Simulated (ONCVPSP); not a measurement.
# What one change does to a pseudopotential (manganese (Mn), ONCV)

manganese, optimised norm-conserving Vanderbilt (ONCV), made with ONCVPSP 4.0.1 (PBEsol, scalar-relativistic). Core [Ne], reference 3s2 3p6 3d5 4s2. Waves: 3s+4s: rc 1.35 bohr, ncon 4, nbas 8, qcut 7.4 1/bohr, 2 projectors; 3p: rc 0.90 bohr, ncon 4, nbas 8, qcut 8.5 1/bohr, 2 projectors, debl 0.9 Ha; 3d: rc 1.75 bohr, ncon 4, nbas 9, qcut 9.9 1/bohr, 2 projectors, debl 2.4 Ha. Local part: polynomial inside 0.70 bohr (lpopt 5, dvloc0 -1 Ha). Core correction: Teter function, fcfact 4, rcfact 1.8.

In the p channel the program set the typed energies aside and used -2.002, 0.250 Ha.

Change: all radii but the core radius scaled by about 1.23 (s 1.66, p 1.10, d 2.16 bohr); local potential polynomial inside 0.86 bohr (lpopt 5, dvloc0 -1 Ha).

Cutoffs: the cutoffs (Ha) at which the residual kinetic energy of the hardest occupied pseudo-wave falls to 1 and 0.1 mHa per electron; they do not see the model core or the augmentation charge, which bear on the density cutoff. Errors are all-electron minus pseudo energies relative to the spin-unpolarised reference configuration.

Q: How do hardness, ghosts and transferability respond?

A: The potential gets softer (35 Ha and 218 Ha → 29 Ha and 34 Ha); of the 4 tests that both files solve, the error grows in 3 and shrinks in 0 by more than 15 % and 0.3 meV (median size 2.7 → 3.6 meV); neither file shows a bound ghost. A larger radius leaves more room for a smooth pseudo-wave, so fewer plane waves are needed. More of the atom is replaced by a form fitted at one configuration, so other configurations suffer.

| quantity | base | changed |
| --- | --- | --- |
| cutoff, loose | 35 Ha | 29 Ha |
| cutoff, tight | 218 Ha | 34 Ha |
| loose cutoff by channel | s 22 Ha, p 32 Ha, d 35 Ha | s 11 Ha, p 29 Ha, d 29 Ha |
| bound ghosts | none | none |
| GHOST(+) flags under 300 eV | s at 231.4 eV | none |
| error for 3s2 3p6 3d5 4s1, meV [ΔE 8.43 eV] | +0.6 | +1.2 |
| error for 3s2 3p6 3d5 4s0, meV [ΔE 23.94 eV] | +4.2 | +5.6 |
| error for 3s2 3p6 3d4 4s0, meV [ΔE 56.42 eV] | +37 | +84 |
| error for 3s2 3p6 3d5 4s0 4p1, meV [ΔE 13.19 eV] | +1.3 | +1.5 |
| rms error of d²Exc/dni dnj with the model core, mHa | 3.19 | 3.49 |
